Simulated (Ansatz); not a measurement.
A run on C8H14Si, SMILES `C[Si](C)(C)C1C=CC=C1` with other settings.

```yaml
crystal:
  periodic: [false, false, false]
  atoms:
    - {symbol: C, position_ang: [0.335672, -1.467421, -1.974615]}
    - {symbol: Si, position_ang: [-0.176518, -0.914200, -0.348186]}
    - {symbol: C, position_ang: [1.671374, -1.248092, 0.601036]}
    - {symbol: C, position_ang: [-1.404371, -1.697320, 0.303442]}
    - {symbol: C, position_ang: [-0.650435, 0.875879, -0.300202]}
    - {symbol: C, position_ang: [0.482738, 1.780294, -0.642762]}
    - {symbol: C, position_ang: [0.765792, 2.562181, 0.019938]}
    - {symbol: C, position_ang: [0.260765, 2.157426, 1.654853]}
    - {symbol: C, position_ang: [-0.860517, 1.678981, 1.227862]}
    - {symbol: H, position_ang: [1.031495, -0.887637, -2.472732]}
    - {symbol: H, position_ang: [-0.869554, -1.328980, -2.418616]}
    - {symbol: H, position_ang: [0.728904, -2.490771, -1.979549]}
    - {symbol: H, position_ang: [1.335111, -0.735388, 1.562611]}
    - {symbol: H, position_ang: [1.610572, -2.008856, 1.015352]}
    - {symbol: H, position_ang: [2.271384, -0.612688, 0.204919]}
    - {symbol: H, position_ang: [-1.339722, -2.930908, 0.416235]}
    - {symbol: H, position_ang: [-1.633076, -1.471030, 1.612069]}
    - {symbol: H, position_ang: [-2.328270, -1.892951, -0.006442]}
    - {symbol: H, position_ang: [-1.727524, 0.696368, -0.798219]}
    - {symbol: H, position_ang: [0.754872, 1.804900, -1.698547]}
    - {symbol: H, position_ang: [1.635723, 3.453701, 0.243401]}
    - {symbol: H, position_ang: [0.514920, 2.970271, 2.432086]}
    - {symbol: H, position_ang: [-1.674230, 0.898341, 1.713136]}
basis:
  gaussian: {orbitals: def2-SVPD}
hamiltonian: {xc: {name: B97M-V}}
output: {forces: true}
```

```sh
$ ansatz run in.yaml --threads 4 --pin off --events-out ev --progress --plain --max-ram 46080MiB --backend cuda --devices 0, --max-vram 37GiB
```

It prints (some lines left out):

```
Functional definition: B97M-V
2476 factors; their error is unknown
mean field evaluation 1: about -16351.1251 eV, gradient 1.0e2 eV
mean field evaluation 2: about -16304.1924 eV, gradient 1.6e2 eV
mean field evaluation 4: about -16376.9095 eV, gradient 1.3e1 eV
mean field evaluation 8: about -16377.3541 eV, gradient 1.2e-1 eV
mean field evaluation 16: about -16377.2395 eV, gradient 1.9e-3 eV
mean field -16377.23947695 eV, -601.8524498863 hartree, gradient 6.1e-5 eV, S^2 0.000000; 0 other end points of the search recorded, 0 dependent functions left out
reference -16377.23957451 eV, -601.8524534715 hartree; 38, 38 occupied and 258, 258 virtual orbitals, 2476 factors
Total energy: -16377.23957451 eV, -601.8524534715 hartree
Atom 0 at     0.335672    -1.467421    -1.974615 Å, force    -5.019020    -0.936809    -1.082540 eV/Å
Atom 1 at    -0.176518    -0.914200    -0.348186 Å, force    10.060964     3.604715    -0.505145 eV/Å
Atom 2 at     1.671374    -1.248092     0.601036 Å, force    -8.377460    11.470531    -2.202808 eV/Å
Atom 3 at    -1.404371    -1.697320     0.303442 Å, force    -4.442898    -8.139974     9.989715 eV/Å
Atom 4 at    -0.650435     0.875879    -0.300202 Å, force    -1.597489     1.515111     2.643878 eV/Å
Atom 5 at     0.482738     1.780294    -0.642762 Å, force   -10.634170   -23.682859   -25.482871 eV/Å
Atom 6 at     0.765792     2.562181     0.019938 Å, force    14.107803    26.881007    27.548444 eV/Å
Atom 7 at     0.260765     2.157426     1.654853 Å, force     1.540320     5.536829    -2.090950 eV/Å
Atom 8 at    -0.860517     1.678981     1.227862 Å, force    -4.684575    -8.768156    -0.584065 eV/Å
Atom 9 at     1.031495    -0.887637    -2.472732 Å, force     1.199499     1.659568    -1.319728 eV/Å
Atom 10 at    -0.869554    -1.328980    -2.418616 Å, force     3.516037    -0.861404    -0.060795 eV/Å
Atom 11 at     0.728904    -2.490771    -1.979549 Å, force    -0.672790    -0.094791    -0.053543 eV/Å
Atom 12 at     1.335111    -0.735388     1.562611 Å, force     0.502768     0.560936    -0.622983 eV/Å
Atom 13 at     1.610572    -2.008856     1.015352 Å, force     0.849978   -14.363042     5.650642 eV/Å
Atom 14 at     2.271384    -0.612688     0.204919 Å, force     5.064619     3.048257    -2.747595 eV/Å
Atom 15 at    -1.339722    -2.930908     0.416235 Å, force     1.042778     2.633959    -0.161167 eV/Å
Atom 16 at    -1.633076    -1.471030     1.612069 Å, force     0.882946    -0.316040    -3.977238 eV/Å
Atom 17 at    -2.328270    -1.892951    -0.006442 Å, force    -4.563771     0.629043    -2.020966 eV/Å
Atom 18 at    -1.727524     0.696368    -0.798219 Å, force     2.299970     1.624641     0.138788 eV/Å
Atom 19 at     0.754872     1.804900    -1.698547 Å, force     0.266960    -0.280494    -0.304047 eV/Å
Atom 20 at     1.635723     3.453701     0.243401 Å, force    -2.430891    -2.578343    -1.811578 eV/Å
Atom 21 at     0.514920     2.970271     2.432086 Å, force    -0.392577    -1.945993    -0.793755 eV/Å
Atom 22 at    -1.674230     0.898341     1.713136 Å, force     1.480999     2.803309    -0.149692 eV/Å
Dipole moment:    -0.241772    -0.144858    -0.070156 e Å
```

It took 4.4 s on 4 threads of an AMD EPYC 7R13 on a shared host and a share of an NVIDIA H100 80 GB, with 1.1 GiB of host memory at the peak.
